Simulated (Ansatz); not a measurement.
Cost and result for the atomization energy of Cl$_{3}$HSSn (`[SH][Sn]([Cl])([Cl])[Cl]`) (6 atoms, 5 bonds).

Total charge 0; spin multiplicity 1. Correlated methods include outer-core shells of Sn, which these sets cover unevenly. Sn: def2 effective core potential. Geometry: relaxed with PBE0-D4/def2-TZVP. It is one conformer, not always the lowest. Program: Ansatz. All runs use 4 threads of an Arm Neoverse V2 on a shared host. Times are those of one run each, without the atoms' runs, and a repeat can differ threefold. Electronic energies, without spin–orbit coupling; frozen cores. CCSD(T)/CBS adds CCSD(T) − MP2 in def2-TZVPP to the MP2 limit, and its time is that of the two runs behind it. T1 = 0.011. With those shells the extrapolation isn't a true limit. B3LYP takes the VWN-RPA correlation (the form of Gaussian; ORCA's B3LYP/G). HSE06 is the plane-wave form, built on full-range PBE exchange.

CCSD(T)/CBS is a level of theory with its own doubt, some kJ/mol a heavy atom from the limit and from the frozen cores, so smaller differences don't rank the functionals.

| level | functions | wall time |
| --- | --- | --- |
| revPBE-D4/def2-TZVPP | 232 | 2.3 s |
| PBE-D4/def2-TZVPP (with forces) | 232 | 2.5 s |
| CCSD(T)/def2-SVP | 103 | 4.3 s |
| HSE06-D4/def2-TZVPP | 232 | 4.5 s |
| r2SCAN-D4/def2-TZVPP (with forces) | 232 | 6 s |
| B2PLYP/def2-TZVPP | 232 | 6 s |
| B3LYP-D4/def2-TZVPP (with forces) | 232 | 6.5 s |
| PBE-QIDH/def2-TZVPP | 232 | 6.5 s |
| B97M-V/def2-TZVPP | 232 | 9 s |
| ωB97M-V/def2-TZVPP (with forces) | 232 | 14 s |
| MP2/def2-QZVPP | 392 | 15 s |
| CCSD(T)/def2-TZVPP | 232 | 2.8 min |
| CCSD(T)/CBS(def2) | – | 3.1 min |

Question: What atomization energy does each give, and how far from CCSD(T)/CBS? (Estimate.)

Answer: Ansatz gave: 
| level | atomization (kJ/mol) | difference from CCSD(T)/CBS | per bond |
| --- | --- | --- | --- |
| revPBE-D4/def2-TZVPP | 1599.3 | -44.5 | -8.9 |
| PBE-D4/def2-TZVPP (with forces) | 1655.5 | 11.7 | 2.3 |
| CCSD(T)/def2-SVP | 1435.4 | -208.4 | -41.7 |
| HSE06-D4/def2-TZVPP | 1624.9 | -18.9 | -3.8 |
| r2SCAN-D4/def2-TZVPP (with forces) | 1640.6 | -3.2 | -0.7 |
| B2PLYP/def2-TZVPP | 1562.9 | -80.9 | -16.2 |
| B3LYP-D4/def2-TZVPP (with forces) | 1580.4 | -63.4 | -12.7 |
| PBE-QIDH/def2-TZVPP | 1613.3 | -30.5 | -6.1 |
| B97M-V/def2-TZVPP | 1684.4 | 40.6 | 8.1 |
| ωB97M-V/def2-TZVPP (with forces) | 1632.7 | -11.1 | -2.2 |
| MP2/def2-QZVPP | 1665.7 | 21.9 | 4.4 |
| CCSD(T)/def2-TZVPP | 1556.1 | -87.7 | -17.5 |
| CCSD(T)/CBS(def2) | 1643.8 | 0.0 | 0.0 |

From PBE to PBE0 (25 % exact exchange), in def2-TZVPP and without D4, the atomization energy moves by −28.3 kJ/mol: exact exchange takes away binding that semilocal exchange gives to molecules. Leaving LDA and LC-ωPBE aside and taking each functional with its dispersion term where it has one, the values, not all of them listed here, spread over 143.9 kJ/mol, from BHLYP-D4 to B97M-V. LDA lies +267.6 kJ/mol from PBE without D4, its usual overbinding. The D4 term adds +43.8 kJ/mol with B3LYP and +23.4 kJ/mol with PBE0; it sums over pairs of atoms, weighted by their polarisabilities, and B3LYP, whose exchange is more repulsive, gets the larger term.

Spin–orbit coupling would lower the free Sn atoms strongly, and the atomization energy with them, by more than many differences here. For some Ge, Se and Sn compounds the MP2-based and the directly extrapolated limit differ by 10 to 25 kJ/mol.
